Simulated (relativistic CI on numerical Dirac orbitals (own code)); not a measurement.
# d4 in a ligand field

Computed with a parametric ligand-field model of a d^n configuration (Racah B and C, spin-orbit zeta, crystal field), exact diagonalisation.

Field parameters in Wybourne normalisation: Td as Oh with Dq negative (B⁴₀ = 21Dq, B⁴₄ = √(5/14) B⁴₀). The field is a parameter set, without covalency.

B = 920 cm⁻¹, C = 3810 cm⁻¹ (C/B = 4.14), Td, no spin-orbit coupling. Tanabe-Sugano data, E/B above the lowest term (Δ = |10Dq|; b, c mark the second and third term of a kind):

```csv
Δ/B,5T2,5E,3T1,3T2,3T1(b),1A1,1T1
1.0,0.00,1.00,20.31,20.62,21.26,29.99,30.42
1.9,0.00,1.90,19.88,20.56,21.50,28.72,29.78
2.8,0.00,2.80,19.31,20.42,21.57,27.29,29.06
3.7,0.00,3.70,18.66,20.21,21.59,25.79,28.30
4.6,0.00,4.60,17.94,19.93,21.60,24.22,27.51
5.5,0.00,5.50,17.20,19.58,21.60,22.62,26.70
6.4,0.00,6.40,16.43,19.18,21.60,21.00,25.88
7.3,0.00,7.30,15.64,18.73,21.61,19.36,25.05
8.2,0.00,8.20,14.85,18.24,21.61,17.72,24.23
9.1,0.00,9.10,14.05,17.71,21.62,16.05,23.39
10.0,0.00,10.00,13.23,17.15,21.62,14.36,22.54
10.9,0.00,10.90,12.41,16.55,21.62,12.67,21.69
11.8,0.00,11.80,11.58,15.93,21.63,10.97,20.84
12.7,0.00,12.70,10.75,15.29,21.63,9.29,19.99
13.6,0.00,13.60,9.92,14.63,21.63,7.58,19.13
14.5,0.00,14.50,9.08,13.94,21.64,5.86,18.27
15.4,0.00,15.40,8.23,13.25,21.64,4.14,17.40
16.3,0.00,16.30,7.38,12.53,21.64,2.41,16.54
17.2,0.00,17.20,6.54,11.82,21.65,0.70,15.68
18.1,1.04,19.13,6.72,12.12,22.68,0.00,15.84
19.0,2.77,21.77,7.60,13.11,24.43,0.00,16.71
19.9,4.52,24.42,8.49,14.09,26.17,0.00,17.57
20.8,6.26,27.06,9.37,15.07,27.92,0.00,18.44
21.7,7.99,29.68,10.25,16.03,29.64,0.00,19.30
```

The ground term changes from 5T2 to 1A1 between Δ/B = 17.2 and 18.1.
